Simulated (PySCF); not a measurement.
## Excitation energy of Nb⁺ by level of theory

Nb⁺ [Kr] 4d4 (5D) → Nb⁺ [Kr] 4d3 5p1 (high-spin determinant), as a difference of total energies. Calculation: PySCF 2.14, in aug-cc-pwCVDZ-PP with ECP28MDF; a scalar-relativistic core potential. Correlated levels: valence: 4s2 4p6 frozen. The calculations carry no spin-orbit coupling.

```json
{"method": "UHF", "excitation energy (eV)": "3.916"}
{"method": "MP2 (valence)", "excitation energy (eV)": "4.196"}
{"method": "SCS-MP2 (valence)", "excitation energy (eV)": "4.009"}
{"method": "CCSD (valence)", "excitation energy (eV)": "4.159"}
{"method": "CCSD(T) (valence)", "excitation energy (eV)": "4.145"}
```

How much does correlation contribute at CCSD(T) (valence)?

4.145 − (3.916) = 0.229 eV, measured against UHF.

The determinant of the upper state mixes LS terms, which raises its energy above the lowest term, most at the Hartree-Fock and MP2 levels.
